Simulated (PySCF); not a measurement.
## C₆ coefficients of unlike pairs at UHF

Calculated with PySCF 2.14 from the dipole response of each species, C₆(A,B) = (3/π) ∫ α_A(iu) α_B(iu) du, in atomic units, from isotropic polarisabilities. For ions this is the dispersion term alone; charge-induced terms of lower order in 1/R come first.

| species | configuration | basis | relativity | α (bohr³) | C₆ (like pair) |
| --- | --- | --- | --- | --- | --- |
| As⁺ | [Ar] 3d10 4s2 4p2 (3P) | aug-cc-pVQZ-PP with one added diffuse shell each of s, p, d, f, g type with ECP10MDF (8s7p6d4f3g) | core potential | 16.88 | 102.9 |
| Mn⁺ | [Ar] 3d5 4s1 (7S) | def2-QZVPPD (11s6p5d4f2g) | none | 40.55 | 224.6 |
| Fe³⁺ | [Ar] 3d5 (6S) | def2-QZVPPD (11s6p5d4f2g) | none | 1.645 | 3.951 |
| Tc⁺ | [Kr] 4d5 5s1 (7S) | aug-cc-pwCVDZ-PP with ECP28MDF (6s6p5d3f) | core potential | 46.77 | 352.8 |

Task: Estimate C₆ for Tc⁺ with Mn⁺.

Result: The integral gives 279.9. The combination rule 2 C_A C_B / (C_A α_B/α_A + C_B α_A/α_B) gives 280.5 and the geometric mean 281.5.

No spin-orbit coupling is included.

The other pairs:

```tsv
pair	C₆
Mn⁺, As⁺	140.4
Fe³⁺, As⁺	16.30
Tc⁺, As⁺	182.3
Tc⁺, Fe³⁺	26.70
Fe³⁺, Mn⁺	19.50
```
